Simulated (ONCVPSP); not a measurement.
**Transferability test, ONCV potential for tantalum (Ta)**

- Element: tantalum
- Generator: ONCVPSP 4.0.1
- Type: optimised norm-conserving Vanderbilt (ONCV)
- Functional: PBE
- Relativity: scalar-relativistic
- Frozen core: [Kr] 4d10 4f14
- Valence charge: 13
- Reference configuration: 5s2 5p6 5d3 (charge +2)
- Partial waves: 5s: rc 1.65 bohr, ncon 5, nbas 8, qcut 7.1 1/bohr, 2 projectors, debl 3.4 Ha; 5p: rc 1.45 bohr, ncon 4, nbas 9, qcut 6.2 1/bohr, 2 projectors, debl 2.7 Ha; 5d: rc 2.45 bohr, ncon 4, nbas 9, qcut 7 1/bohr, 3 projectors, debl 1.9 Ha
- Local potential: polynomial inside 1.10 bohr (lpopt 5, dvloc0 0 Ha)
- Core correction: polynomial model core, fcfact 0.55

Energies are relative to the spin-unpolarised reference configuration 5s2 5p6 5d3; without spin polarisation the order of configurations can differ from experiment.

```csv
valence configuration,charge,ΔE all-electron (eV),error AE − PS (meV)
5s2 5p6 5d3 6s1,+1,-14.972,+3.1
5s2 5p6 5d2,+3,23.604,-23
5s2 5p5 5d3 6s2,+1,21.541,-133
```

Task: What are ΔE and the potential's error for 5s2 5p6 5d3 6s2?

Result: ΔE = -23.440 eV all-electron; the error (AE − PS) is +3.2 meV.

Note: no bound ghost flagged; GHOST(+) flagged for s at 79.3 eV.
